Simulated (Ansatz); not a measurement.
# Which isomer of C2HInO gives these data?

These gas-phase data were calculated for one isomer of C2HInO at PBE0-D3(BJ)/def2-SVP (harmonic, unscaled wavenumbers; equilibrium rotational constants with average atomic masses):

- rotational constants: 156.1, 1.419, 1.407 GHz
- all wavenumbers above 1500 cm⁻¹: 3514, 2271

Candidates:

(1) `C#C[O][In]`, a singlet
(2) `O=C=[CH][In]`, a singlet
(3) `OC#[C][In]`, a singlet

Q: Assign the data to one candidate and say why.

A: Candidate (1). The band at 3514 cm⁻¹ lies where the ≡C–H stretch is expected; (2), (3) have no mode between 3300 and 3560 cm⁻¹.

The same quantities for all candidates:

```
     rotational constants (GHz)  wavenumbers above 1500 cm⁻¹  E above the lowest, PBE0-D3(BJ)/def2-SVP (kcal/mol)
(1)         156.1, 1.419, 1.407                   3514, 2271                                                 17.9
(2)         24.19, 1.605, 1.505                   3256, 2225                                                  0.0
(3)         633.8, 1.147, 1.145                   3825, 2246                                                 39.6
```

Harmonic stretches to hydrogen usually lie a few per cent above observed fundamentals. Atoms past krypton carry core potentials. Programs: Ansatz 0.2.0.
